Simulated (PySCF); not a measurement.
H3NTe, SMILES N[TeH]. Heavy atoms are numbered as in [TeH:1][NH2:3]. Hydrogens are named by the atom that carries them.

Geometry: B3LYP-D3(BJ)/def2-TZVP. The def2 effective core potentials stand for the cores of Te; spin–orbit coupling is left out.

The numbers are results of HF/def2-TZVPD run with PySCF, not measurements.

Mulliken values depend strongly on the basis, most of all with diffuse functions as here. ESP charges are fitted to the potential on shells at 1.4 to 2.0 van der Waals radii. Atomic charges (e), one atom of each kind:

```
atom          ESP fit  Mulliken
---------  ----------  --------
Te1 (TeH)  (withheld)      0.10
H on Te1   (withheld)      0.06
N3 (NH2)   (withheld)     -0.66
H on N3    (withheld)      0.25
```

**Question.** Fill in the missing entries. (An estimate is asked for; the answer gives what the named calculation found.)

**Answer.** 
- Te1 (TeH), ESP fit: 0.04
- H on Te1, ESP fit: 0.02
- N3 (NH2), ESP fit: -0.68
- H on N3, ESP fit: 0.31
